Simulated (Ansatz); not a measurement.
Total energies of `B[S][GaH][Cl]`.

Cartesian coordinates in Å:
```
B 0.561 -0.770 1.307
S 0.200 -1.278 -0.362
Ga -0.491 0.670 -1.145
Cl -1.077 0.648 -3.202
H 0.397 0.357 1.670
H 0.975 -1.607 2.049
H -0.564 1.979 -0.317
```

Total charge 0; spin multiplicity 1. Correlated methods include outer-core shells of Ga, which these sets cover unevenly. Scalar relativity is left out up to krypton. The geometry is a stationary point of PBE0-D4/def2-TZVP. It is one conformer, not always the lowest. Basis def2-TZVPP, Ansatz.

RPA on PBE orbitals: Hartree–Fock energy of these orbitals -2806.78410 Eh, correlation -1.14423 Eh (frozen core).

```json
{"functional": "BLYP", "energy without D4 (Eh)": "-2810.07389", "D4 term (kJ/mol)": "-39.1"}
{"functional": "B2PLYP", "energy without D4 (Eh)": "-2809.38072", "D4 term (kJ/mol)": "–"}
```

Question: Give the same for LDA (SPW92), PBE, revPBE, r2SCAN, B97M-V, PBE0, B3LYP, r2SCANh, r2SCAN0, HSE06 (plane-wave form), BHLYP, CAM-B3LYP, LC-ωPBE, ωB97X-V, ωB97M-V, PBE-QIDH. (Estimate.)

Answer: Ansatz gave: 
```tsv
functional	energy without D4 (Eh)	D4 term (kJ/mol)
LDA (SPW92)	-2803.83527	–
PBE	-2809.32853	-18.4
revPBE	-2809.72181	-45.5
r2SCAN	-2809.94447	-4.1
B97M-V	-2809.45453	–
PBE0	-2809.44792	-15.7
B3LYP	-2810.11855	-30.2
r2SCANh	-2809.93039	-4.5
r2SCAN0	-2809.91074	-5.1
HSE06 (plane-wave form)	-2809.43036	-14.9
BHLYP	-2809.99109	-27.4
CAM-B3LYP	-2810.15134	-16.4
LC-ωPBE	-2809.51383	–
ωB97X-V	-2809.71843	–
ωB97M-V	-2809.86294	–
PBE-QIDH	-2808.93996	–
```

B3LYP takes the VWN-RPA correlation (the form of Gaussian; ORCA's B3LYP/G). HSE06 is the plane-wave form, built on full-range PBE exchange. The double hybrids freeze the cores in their second-order part.

LC-ωPBE has ω = 0.4 bohr⁻¹.
